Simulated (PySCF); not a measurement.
Give a PBE0-D3(BJ)/def2-SVP geometry of `C1CB[C@H](C1)C`.

```xyz
17
C5H11B angstrom
C      2.608   -0.115   -0.150
C      1.143    0.068   -0.509
B      0.319    1.304   -0.004
C     -1.156    0.826    0.224
C     -1.208   -0.580   -0.392
C      0.213   -1.128   -0.247
H      3.060   -0.972   -0.676
H      3.200    0.780   -0.395
H      2.726   -0.299    0.930
H      1.071    0.294   -1.605
H      0.751    2.422    0.167
H     -1.977    1.505   -0.053
H     -1.202    0.750    1.334
H     -1.462   -0.499   -1.464
H     -1.968   -1.237    0.060
H      0.372   -1.480    0.790
H      0.412   -1.991   -0.904
```

Orientation and origin are arbitrary. Atoms count from 1 in this order. The 5-membered ring C2–B3–C4–C5–C6 has internal angles of 103.9° to 107.5° (sum 527°, against 540° for a flat polygon); it is puckered, 0.16 Å rms from its mean plane, widest ring torsion 38°. B3 (three-coordinate boron) is planar (angles 126.6°, 125.8° and 107.5°, sum 360.0°, 0.00 Å off the plane of its three neighbours).

Bonds between heavy atoms (Å): C1–C2 1.519, C2–B3 1.569, B3–C4 1.567, C4–C5 1.536, C5–C6 1.530, C2–C6 1.538.

Method: PBE0-D3(BJ)/def2-SVP geometry optimisation, gas phase (PySCF).

Point group: C1 (no symmetry element, even within 0.4 Å). Whether it is a minimum is left open (no frequencies). The numbers are those of one conformer (C1–C2–B3–C4 -147°, C2–B3–C4–C5 -10°, B3–C4–C5–C6 29°, C4–C5–C6–C2 -38°).

On one thread of an Arm Neoverse N1, shared host with 64 logical CPUs at a one-minute load of 58, this took 96 s of wall time and 0.65 GiB of memory at its peak. That covers the optimisation of the geometry.
